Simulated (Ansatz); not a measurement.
C₃H₅FOSi, SMILES `CC1(F)[SiH2]C1=O`, relaxed with RKS PBE0-D4/def2-TZVP in Ansatz 0.2.0 from a PBE-D4/def2-SVP geometry. The force threshold is 0.005 eV/Å; the program also tests the step.

The species carries charge 0 and has multiplicity 1.

Start:

```xyz
11

C     0.854    1.160   -0.524
C     0.428   -0.137    0.095
F     1.431   -0.714    0.877
Si   -1.248   -0.796    0.963
C    -0.343   -1.174   -0.688
O    -0.529   -1.369   -1.868
H     1.123    1.897    0.260
H     0.036    1.582   -1.140
H     1.737    1.001   -1.180
H    -2.558   -0.062    0.901
H    -0.931   -1.389    2.303
```

Q: How much energy does the relaxation release, and in how many steps? (Best estimate.)

A: Computed: 0.24 eV, in 16 steps.

Q: Which bonds change most? (Estimate.)

A: Computed: C2–Si4 from 1.999 to 1.935 Å; C2–F3 from 1.397 to 1.365 Å; C2–C5 from 1.512 to 1.487 Å; Si4–H10 from 1.503 to 1.484 Å.

Q: Give the relaxed structure. (Estimate.)

A: The calculation gave: 
```xyz
11

C     0.661    1.159   -0.427
C     0.563   -0.255    0.103
F     1.770   -0.704    0.553
Si   -1.207   -0.556    0.823
C    -0.279   -1.147   -0.737
O    -0.120   -2.052   -1.495
H     0.975    1.835    0.369
H    -0.295    1.509   -0.823
H     1.393    1.188   -1.239
H    -2.017    0.663    1.069
H    -1.444   -1.641    1.803
```
